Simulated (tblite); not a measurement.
Isomers of C4H15NOSi3. Computed values, GFN2-xTB/tblite, gas phase, harmonic and unscaled. This tight-binding method is rough: wavenumbers can miss measured ones by several per cent, in bad cases by 10 to 20. Modes of hydrogen on silicon can be 10 to 20 % off. One conformer each.

Electronic energies: GFN2-xTB at the same geometries; isomer energies are rough at this level and their order can be wrong.

```tsv
SMILES	electronic energy, lowest = 0 (kcal/mol)
CN[Si@@H]1C[SiH2]C[Si@@H](O)C1	30.1
C=C(C)[SiH2]N([SiH3])[SiH2]OC	2.5
CN[SiH2][Si@@H](O[SiH3])C1CC1	0.0
```

**Question.** How do GFN2-xTB zero-point energies change the relative energies?

**Answer.** 
```
                        SMILES  ZPE (kcal/mol)  of it from modes above 1550 cm⁻¹  electronic (kcal/mol)  with ZPE, lowest = 0 (kcal/mol)  lowest mode (cm⁻¹)  rings
 CN[SiH2][Si@@H](O[SiH3])C1CC1           111.3                              58.3                    0.0                              0.0                   4      1
 C=C(C)[SiH2]N([SiH3])[SiH2]OC           109.2                              59.2                    2.5                              0.4                  30      0
CN[Si@@H]1C[SiH2]C[Si@@H](O)C1           114.1                              60.9                   30.1                             32.8                  50      1
```

The zero-point energies span 4.9 kcal/mol, from `C=C(C)[SiH2]N([SiH3])[SiH2]OC` to `CN[Si@@H]1C[SiH2]C[Si@@H](O)C1`. The order is unchanged.
